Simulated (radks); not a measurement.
All-electron atom: Ca4+ in [He] 2s2 2p5.5 3s2 3p4 4p0.5 (fractional occupations, a model configuration). Method: scalar-relativistic Kohn-Sham, SCAN, spin-polarised, spherical densities, finite nucleus; open shells are filled with parallel spins first; meta-GGA in the generalised Kohn-Sham scheme; Fermi nuclear charge, rms radius 3.4776 fm; computed with a radial shooting solver on a logarithmic mesh with Libxc functionals.

X-ray form factor f0, the Fourier transform of the density (f0(0) = 16):

| sin(theta)/lambda (1/angstrom) | f0 (electrons) |
|---|---|
| 0.05 | 15.753 |
| 0.1 | 15.088 |
| 0.15 | 14.173 |
| 0.2 | 13.158 |
| 0.25 | 12.133 |
| 0.3 | 11.144 |
| 0.4 | 9.399 |
| 0.5 | 8.079 |
| 0.6 | 7.159 |
| 0.8 | 5.972 |
| 1 | 5.022 |
| 1.25 | 3.910 |
| 1.5 | 2.995 |
| 2 | 1.903 |
